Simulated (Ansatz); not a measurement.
`F[Si](F)(S)[GeH3]` and `F[Si](F)(Cl)[GeH3]` differ in one atom or group.

Ansatz, PBE0-D4/def2-TZVP geometries, multiplicity 1. Each molecule was computed in one conformer, which needn't be the lowest.

Scalar relativity is left out up to krypton.

```json
{"property": "HOMO energy (B3LYP/def2-TZVPP) / eV", "`F[Si](F)(S)[GeH3]`": "-7.75"}
{"property": "HOMO–LUMO gap (PBE0/def2-TZVPP) / eV", "`F[Si](F)(S)[GeH3]`": "7.58"}
{"property": "HOMO energy (PBE/def2-TZVPP) / eV", "`F[Si](F)(S)[GeH3]`": "-6.78"}
{"property": "zero-point energy (PBE0-D4/def2-TZVP) / kJ/mol", "`F[Si](F)(S)[GeH3]`": "104.1"}
{"property": "HOMO energy (ωB97M-V/def2-TZVPP) / eV", "`F[Si](F)(S)[GeH3]`": "-10.10"}
{"property": "size of the dipole moment (PBE/def2-TZVPP) / D", "`F[Si](F)(S)[GeH3]`": "1.88"}
```

(1) Give the same properties after the change, and the shifts. (Estimate.)

Answers

(1) Computed: 
```csv
property,`F[Si](F)(Cl)[GeH3]`,shift
HOMO energy (B3LYP/def2-TZVPP) / eV,-8.71,-0.96
HOMO–LUMO gap (PBE0/def2-TZVPP) / eV,8.73,1.15
HOMO energy (PBE/def2-TZVPP) / eV,-7.68,-0.90
zero-point energy (PBE0-D4/def2-TZVP) / kJ/mol,83.2,-20.9
HOMO energy (ωB97M-V/def2-TZVPP) / eV,-10.97,-0.87
size of the dipole moment (PBE/def2-TZVPP) / D,1.72,-0.16
```

With PBE0 the HOMO falls by 0.94 eV and the LUMO rises by 0.21 eV, so the gap widens by about 1.15 eV. PBE moves the HOMO by -0.90 eV and ωB97M-V by -0.87 eV. The zero-point energy changes by -20.9 kJ/mol with -3 modes. Dipoles are sizes alone; their direction can turn.

Positive LUMOs are unbound, so they and the gaps depend on the basis.

B3LYP here is the variant with VWN-RPA as its local correlation; programs differ in this.
